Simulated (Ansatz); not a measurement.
Born–Oppenheimer molecular dynamics of CH$_{2}$ClFOSi (7 atoms, charge 0, multiplicity 1). It starts at the highest image of a converged band, a first-order saddle point between two minima.

Method: RKS LDA/cc-pVDZ in Ansatz 0.2.0.

```yaml
ensemble: NVE (velocity Verlet)
time_step: 0.5 fs
steps_asked: 200
starting_velocities_drawn_for: 300 K
seed: 9830
```

First frame:

```xyz
7
Properties=species:S:1:pos:R:3
F -1.392 -1.553 0.988
Si -0.807 -0.010 0.964
O 1.109 -0.231 0.131
C 0.157 0.216 -0.698
Cl 0.388 1.862 -1.353
H 0.740 0.137 1.423
H -0.133 -0.490 -1.502
```

(1) How far do the bonds stretch over the last three quarters of this one trajectory? (Pairs bonded in most of those frames.)

## Answers

(1) 
| bond | mean (Å) | spread (Å) | shortest | longest |
| --- | --- | --- | --- | --- |
| F1–Si2 | 1.675 | 0.014 | 1.65 | 1.69 |
| Si2–C4 | 1.955 | 0.073 | 1.82 | 2.06 |
| O3–C4 | 1.442 | 0.070 | 1.32 | 1.56 |
| O3–H6 | 1.003 | 0.055 | 0.91 | 1.09 |
| C4–Cl5 | 1.787 | 0.027 | 1.73 | 1.83 |
| C4–H7 | 1.118 | 0.030 | 1.07 | 1.17 |

Mean temperature of the second half: 683 K. The conserved energy stayed within 0.35 meV per atom of its start (net change -0.32 meV per atom), so the integration is sound. The system heated up, since it started high on the potential surface and ran downhill. A run of 0.1 ps of so small a system gives no equilibrium averages. The orbitals stay closed-shell, which can raise the energy where a bond breaks towards radicals; this wasn't checked here.

The run took 3.2 min on 2 threads of Arm Neoverse V1 (shared host), peak memory 0.12 GiB.
